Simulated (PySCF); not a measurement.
C5H10, SMILES CC1CCC1.

Coordinates come from a B3LYP-D3(BJ)/def2-SVP optimisation.

Computed with PySCF with M06-2X/def2-TZVP.

Gas-phase values at a fixed geometry.

The total energy comes out as -196.49252 hartree, the point group is Cs and the highest occupied level is -9.51 eV. The lowest empty level comes out as 1.90 eV and the orbital gap comes out as 11.41 eV. The dipole moment is 0.023 e·Å and the quadrupole, principal values (traceless, Buckingham form, about the centre of nuclear charge) is -0.96, -0.48, 1.44 D·Å. The mean static polarisability is 59.0 bohr³ (8.74 Å³) and the polarisability, principal values comes out as 53.0, 58.7, 65.2 bohr³.
